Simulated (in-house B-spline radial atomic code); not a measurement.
Eu⁺. Computed with a B-spline radial atomic code. Model: non-relativistic spherical atom: semilocal Troullier-Martins pseudo-atom, one channel per l, against all electrons, high spin, G0W0 and RPA with empty states to l = 8, local potential for every l without a channel, a model core (radius 0 = none) keeps its share of the functional.

Without relativity these are model numbers for so heavy an element.

What the tables leave out is listed at the end.

The pseudopotential gives back the lowest level of each angular momentum of its own functional in the configuration it was made in; a second state of the same l is only approximately right. Exact exchange, RPA and GW see the smooth pseudo-orbitals and miss the exchange with the core, for which the functional's share stands in. The column with an uncorrelated core keeps all orbitals and exact exchange, and so separates missing core correlation from pseudisation. Only the three outermost levels and the lowest empty one were computed. RPA here is direct RPA, with no exchange kernel, and its energies carry an (l + 1/2)⁻⁴ tail. A hybrid on a potential with a model core restores only its own semilocal share of the core's exchange.

Command:
```bash
python run_psgw.py task.json out
```
Settings (lengths in bohr, energies in hartree):
```
Z                      63
electrons              62
configuration          [Xe] 4f7 6s1
generated_in           [Xe] 4f7 6s2
functional             pbe,pbe
core_shells            8
radius_factor          1.15
core_correction        True
ion_configuration      [Xe] 4f7
```

Time taken, with all properties: 2 min on 1 thread of Arm Neoverse N1, with other jobs on the host.

Given: made with PBE; model core radius 0.397 bohr; local radius 0.9 bohr; mean-field start PBE.

Valence shells of the generating configuration: 4d, 5s, 5p, 4f, 6s.

Channel: s 1.523, p 1.651, d 0.657, f 2.279 (radii in bohr).

Computed: largest level miss in the spin-unpolarised generating configuration 0.032 eV; valence RPA correlation energy pseudo -2.2348 hartree; all-electron RPA polarisability, core included 65.624 bohr³; pseudo-atom RPA polarisability 63.581 bohr³; ionisation by mean-field all-electron 10.836 eV; ionisation by mean-field pseudo minus all 0.125 eV; ionisation by RPA all-electron 11.308 eV.

| level | occupied | mean-field all-electron (eV) | mean-field pseudo minus all (eV) | G0W0 all-electron (eV) | G0W0 uncorrelated core minus all (eV) | G0W0 pseudo minus all (eV) | exchange self-energy all-electron (eV) | exchange self-energy pseudo (eV) |
| --- | --- | --- | --- | --- | --- | --- | --- | --- |
| 6s up | 1 | -8.3894 | -0.096 | -11.1 | -0.004 | -0.281 | -7.8958 | -7.9918 |

Question: What is the ionisation by RPA pseudo minus all?

Answer: 0.271 eV.

Question: What is the valence RPA correlation energy all-electron orbitals?

Answer: -1.9099 hartree.

Given: mean-field start PBE0.

Computed: valence RPA correlation energy all-electron orbitals -1.8112 hartree; valence RPA correlation energy pseudo -2.1357 hartree; all-electron RPA polarisability, core included 56.603 bohr³; pseudo-atom RPA polarisability 54.616 bohr³; ionisation by mean-field all-electron 10.65 eV; ionisation by RPA all-electron 11.004 eV.

| level | occupied | mean-field all-electron (eV) | mean-field pseudo minus all (eV) | G0W0 all-electron (eV) | G0W0 uncorrelated core minus all (eV) | G0W0 pseudo minus all (eV) | exchange self-energy all-electron (eV) | exchange self-energy pseudo (eV) |
| --- | --- | --- | --- | --- | --- | --- | --- | --- |
| 6s up | 1 | -8.8799 | -0.132 | -11.053 | -0.003 | -0.272 | -7.7185 | -7.8277 |

Question: What is the ionisation by RPA pseudo minus all?

Answer: 0.269 eV.

Question: What is the ionisation by mean-field pseudo minus all?

Answer: 0.159 eV.

Among the listed levels the largest G0W0 shift of the pseudo-atom is -0.28 eV, for 6s up on the PBE start, while leaving the core uncorrelated moves that level by 0.00 eV. So pseudisation and the lost core exchange, not the missing core correlation, make the error. Not in the tables (levels of low weight, unsolved or above zero; the highest and the empty levels are kept at any weight): on PBE the G0W0 levels 4f up (pseudo minus all +2.34 eV, weights 0.65 and 0.23), 5p down (pseudo minus all +0.21 eV, weights 0.35 and 0.48); on PBE0 the G0W0 levels 4f up (pseudo minus all +2.53 eV, weights -0.43 and 0.71), 5p down (pseudo minus all -0.09 eV, weights 0.74 and 0.77), 5d up (pseudo minus all +0.23 eV, weights 0.45 and 0.44); no Hartree-Fock pseudo-atom is run with a model core.
